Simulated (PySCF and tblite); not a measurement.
C7H11N, numbered as in [C-:1]#[N+:2][CH:3]1[CH2:4][CH2:5][CH2:6][CH2:7][CH2:8]1. Level: B3LYP-D3(BJ)/def2-SVPD (IEF-PCM, chloroform)//PBE0-D3(BJ)/def2-SVP, thermal terms from GFN2-xTB, symmetry numbers and mirror pairs counted. Conformers within 3 kcal/mol (GFN2-xTB free energy) were kept, 8 at most. GIAO shieldings: WP04/pcSseg-1 (IEF-PCM, chloroform). Couplings: B3LYP/pcSseg-1 with pcJ-1 on H (gas phase; spin-dipole term only for pairs with B, N, F, Si or P). Shifts are against TMS (¹H), TMS (¹³C), NH3 (¹⁵N) at the same level; of two unlike H on one atom, a is the less shielded. (PySCF 2.14, tblite 0.8.)

The 6-ring runs over atoms 3–4–5–6–7–8.

Two conformers hold nearly all the population. I: 6-ring chair (N2 axial); δ(H4a/H8a) = 1.36 ppm. II: 6-ring chair (all substituents equatorial); δ(H4a/H8a) = 1.96 ppm. The average over the ensemble at 298.15 K is 1.65 ppm.

What populations and free-energy difference follow from a two-state model?

p(I) = (1.65 − 1.96)/(1.36 − 1.96) = 0.52, so K = p(II)/p(I) = 0.94 and G(II) − G(I) = −RT ln K = 0.04 kcal/mol. The weights computed directly are 52.4 % and 47.6 %.


¹⁵N shifts are against a computed isolated NH3 molecule, about 20 ppm from the liquid.